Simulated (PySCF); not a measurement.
## How methods differ on the ionisation energy of Be+

Be+ [He] 2s1 (2S) → Be(2+) 1s2 (1S), as a difference of total energies. All numbers are calculated (PySCF 2.14, the spin-free X2C one-electron Hamiltonian (Gaussian nucleus), in cc-pVTZ-DK (4s3p2d1f, 30 functions)). The calculations carry no spin-orbit coupling.

| method | ionisation energy (eV) |
| --- | --- |
| UHF | 18.128 |
| BP86 | 18.384 |
| M06-L | 17.663 |

Q: Which method comes closest to the reference value, and which is furthest?

A: The reference is 18.211 eV (measured; NIST Atomic Spectra Database, ionization energies). Closest: UHF (error -0.083 eV); furthest: M06-L (error -0.548 eV).
